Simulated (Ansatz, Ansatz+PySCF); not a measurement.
```xyz
6

C     0.0000   -0.0252   -1.0566
S     0.0000   -0.0548    0.6104
H     0.0000   -0.9906   -1.3562
H    -0.8279    0.4219   -1.4268
H     0.8279    0.4219   -1.4268
H     0.0000    1.1751    0.7837
```

Basis set: def2-SVP (spherical functions). Frozen core: 6 orbitals. Charge 0, multiplicity 1.

Computed with Ansatz (development build ahead of 0.2.0); each method stands on the lowest determinant of its kind that the runs found. Restricted open shells among the atoms or ions are ROHF, correlated in semicanonical orbitals with singles.

The atomization energy at this shape (free ground-state atoms in the same class of orbitals less the molecule, no zero-point energy) of singlet CH4S:

```tsv
method	atomization energy
RHF-CCSD(T)	1775.6 kJ/mol
RHF-MP2	1771.5 kJ/mol
RHF	1402.0 kJ/mol
```

Problem. What does UHF give?

Solution. 1381.3 kJ/mol. Caution: the shape is not the minimum.
